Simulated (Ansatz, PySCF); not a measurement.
Gas-phase reaction (SMILES): F[Si](F)(Br)Br [dibromo(difluoro)silane] + 4 [H][H] (H2) → 2 Br (HBr) + 2 F (HF) + [SiH4] (SiH4); energy of full hydrogenation.

Each molecule is optimised on its own at B3LYP-D3(BJ)/def2-TZVP (Ansatz, a program for electronic structure). Cores are frozen in the correlated levels unless marked. No spin-orbit coupling. The frozen core is the preceding noble-gas configuration, with the filled d and f shells of earlier blocks. Non-relativistic. Basis-set limits of correlation are two-point, X^-3; Hartree-Fock from the larger set. Thermal terms are rigid-rotor harmonic-oscillator values from B3LYP-D3(BJ) frequencies (PySCF) at 298.15 K and 1 atm. 1 Eh = 627.5095 kcal/mol.

| species | E, CCSD(T)/CBS(def2-TZVPPD,def2-QZVPPD) (Ansatz) (Eh) | E, r2SCAN-D4/def2-TZVPD (Ansatz + dftd4) (Eh) | H - E (Eh) | G - E (Eh) |
|---|---|---|---|---|
| F[Si](F)(Br)Br | -5634.25695 | -5637.70160 | 0.01590 | -0.02358 |
| [H][H] (H2) | -1.17452 | -1.17100 | 0.01336 | -0.00144 |
| Br (HBr) | -2573.28305 | -2574.74145 | 0.00927 | -0.01328 |
| F (HF) | -100.39266 | -100.44728 | 0.01259 | -0.00713 |
| [SiH4] (SiH4) | -291.45830 | -291.85367 | 0.03520 | 0.01198 |

### Question
Work out ΔE and ΔH, ΔG, ΔS and the equilibrium constant at 298.15 K at the first level, then ΔH at the second.

### Answer

1. ΔE = [2×(-2573.28305) + 2×(-100.39266) + (-291.45830)] - [(-5634.25695) + 4×(-1.17452)] = 0.14531 Eh = 91.2 kcal/mol at CCSD(T)/CBS(def2-TZVPPD,def2-QZVPPD).
2. The terms H - E add up to 0.00958 Eh, so ΔH = (0.14531 + (0.00958))×627.5095 = 97.2 kcal/mol.
3. The terms G - E add up to 0.00050 Eh, so ΔG = 91.5 kcal/mol, and ΔS = (0.00958 - (0.00050))×627509.5/298.15 = 19.1 cal/(mol K).
4. log10 K = -ΔG/(RT ln 10) = -67.1, with RT ln 10 = 1.3642 kcal/mol.
5. At r2SCAN-D4/def2-TZVPD the same steps give ΔE = 96.9 and ΔH = 102.9 kcal/mol, a shift of +5.7 from the first level.
6. These values are not checked against measurement here, since the tables used lack a sound gas-phase enthalpy of formation for at least one species.
